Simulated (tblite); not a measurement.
Species: C3H8SSi2.
Bonds: C1–S2, S2–Si3, Si3–C4, C4–C5 (triple), C5–Si6. Hydrogens: H7, H8, H9 on C1; H10, H11 on Si3; H12, H13, H14 on Si6.

Computed with GFN2-xTB (tblite), gas phase: L-BFGS steps from a force-field or distance-geometry start until the largest atomic force falls under 0.01 eV/Å.

Step 105: E = -466.8462 eV
```
atom  x, y, z in Å  |  force x, y, z in eV/Å
C1     -2.4443   -0.4390    0.5851   -0.001  -0.005   0.020
S2     -2.3256   -0.6997   -1.2112    0.009   0.000  -0.022
Si3    -0.8969    0.8330   -1.7197   -0.004  -0.009   0.001
C4      0.6170    0.4677   -0.7252    0.018   0.007   0.015
C5      1.5582    0.1444   -0.0327   -0.027   0.007  -0.025
Si6     3.0022   -0.3784    1.0018    0.000  -0.002   0.007
H7     -3.1094    0.3961    0.7827    0.002   0.020   0.015
H8     -2.8550   -1.3479    1.0117   -0.023  -0.004   0.001
H9     -1.4580   -0.2486    0.9971    0.012  -0.016  -0.005
H10    -0.6907    0.6620   -3.1467    0.006   0.003  -0.012
H11    -1.4424    2.1315   -1.3263    0.006  -0.005   0.005
H12     2.5161   -1.3748    1.9600    0.008   0.007   0.007
H13     3.5187    0.8062    1.6924   -0.010  -0.005  -0.005
H14     4.0095   -0.9528    0.1088    0.004   0.003  -0.002
```

Step 106: E = -466.8464 eV
```
atom  x, y, z in Å  |  force x, y, z in eV/Å
C1     -2.4429   -0.4393    0.5844   -0.012   0.004   0.014
S2     -2.3276   -0.6993   -1.2118    0.014   0.005  -0.037
Si3    -0.8972    0.8330   -1.7199   -0.016  -0.019   0.013
C4      0.6147    0.4652   -0.7233    0.017   0.013   0.006
C5      1.5565    0.1433   -0.0311   -0.017   0.003  -0.017
Si6     3.0020   -0.3778    1.0027    0.000  -0.007  -0.002
H7     -3.1047    0.3985    0.7825    0.006   0.017   0.019
H8     -2.8563   -1.3463    1.0114   -0.026  -0.012   0.004
H9     -1.4552   -0.2529    0.9934    0.022  -0.012   0.008
H10    -0.6922    0.6621   -3.1466    0.010   0.002  -0.019
H11    -1.4416    2.1319   -1.3256    0.006  -0.005   0.004
H12     2.5171   -1.3742    1.9613    0.009   0.007   0.007
H13     3.5183    0.8073    1.6924   -0.010  -0.004  -0.005
H14     4.0087   -0.9516    0.1079   -0.002   0.006   0.005
```

Step 107: E = -466.8465 eV
```
atom  x, y, z in Å  |  force x, y, z in eV/Å
C1     -2.4422   -0.4393    0.5833   -0.011  -0.005  -0.004
S2     -2.3305   -0.6994   -1.2135    0.014   0.009  -0.034
Si3    -0.8976    0.8316   -1.7195   -0.030  -0.020   0.015
C4      0.6124    0.4620   -0.7212    0.032   0.011   0.014
C5      1.5541    0.1418   -0.0279   -0.019   0.006  -0.023
Si6     3.0022   -0.3767    1.0039   -0.002  -0.014  -0.015
H7     -3.0978    0.4029    0.7820    0.003   0.020   0.024
H8     -2.8603   -1.3437    1.0111   -0.028  -0.011   0.004
H9     -1.4521   -0.2598    0.9883    0.029  -0.007   0.022
H10    -0.6936    0.6631   -3.1463    0.013   0.001  -0.025
H11    -1.4405    2.1307   -1.3234    0.005  -0.005   0.004
H12     2.5182   -1.3730    1.9632    0.013   0.007   0.006
H13     3.5192    0.8086    1.6921   -0.009   0.000  -0.002
H14     4.0080   -0.9490    0.1057   -0.011   0.009   0.015
```

Step 108: E = -466.8469 eV
```
atom  x, y, z in Å  |  force x, y, z in eV/Å
C1     -2.4473   -0.4391    0.5807   -0.022   0.000  -0.018
S2     -2.3327   -0.7018   -1.2155    0.008   0.011  -0.038
Si3    -0.8974    0.8288   -1.7166   -0.032  -0.019   0.012
C4      0.6114    0.4563   -0.7175    0.014   0.020   0.000
C5      1.5526    0.1387   -0.0228    0.014  -0.002  -0.009
Si6     3.0067   -0.3749    1.0040   -0.007  -0.015  -0.028
H7     -3.0929    0.4118    0.7770    0.010   0.005   0.024
H8     -2.8761   -1.3384    1.0089   -0.030  -0.006   0.002
H9     -1.4553   -0.2712    0.9847    0.040  -0.002   0.044
H10    -0.6936    0.6650   -3.1442    0.015  -0.001  -0.020
H11    -1.4385    2.1277   -1.3170    0.004  -0.008   0.003
H12     2.5274   -1.3711    1.9656    0.016   0.004   0.006
H13     3.5240    0.8119    1.6891   -0.010   0.002  -0.001
H14     4.0112   -0.9440    0.1014   -0.020   0.010   0.023
```

**Question.** Estimate the geometry and energy of step 109. (The exact step hangs on the optimiser's Hessian estimate; all steps are aligned on step 108, rigid shifts and turns removed.)

**Answer.** E = -466.8473 eV, largest force 0.071 eV/Å
```
atom  x, y, z in Å  |  force x, y, z in eV/Å
C1     -2.4565   -0.4388    0.5775   -0.019   0.001  -0.044
S2     -2.3343   -0.7065   -1.2188   -0.003   0.012  -0.013
Si3    -0.8970    0.8240   -1.7117   -0.029  -0.010  -0.007
C4      0.6116    0.4501   -0.7131    0.000   0.025  -0.006
C5      1.5524    0.1355   -0.0169    0.049  -0.011   0.003
Si6     3.0142   -0.3724    1.0031   -0.018  -0.017  -0.030
H7     -3.0874    0.4248    0.7682    0.012  -0.010   0.023
H8     -2.9023   -1.3302    1.0051   -0.031   0.003  -0.003
H9     -1.4632   -0.2873    0.9843    0.044  -0.001   0.056
H10    -0.6923    0.6686   -3.1407    0.014  -0.003  -0.009
H11    -1.4374    2.1217   -1.3073    0.002  -0.008   0.003
H12     2.5408   -1.3692    1.9677    0.023   0.010   0.000
H13     3.5328    0.8166    1.6836   -0.015   0.002   0.001
H14     4.0181   -0.9373    0.0967   -0.028   0.008   0.025
```

The energy changes by -0.0004 eV. The first-order estimate −F·Δx gives -0.0006 eV and the mean of the old and new forces, exact on a quadratic surface, -0.0004 eV. The step makes an angle of 84° with the force vector and moves no atom by more than 0.028 Å.

The cost below is that of the whole relaxation. Time: 1.8 s of wall time. Hardware: one thread of an Arm Neoverse N1, no GPU, shared host.
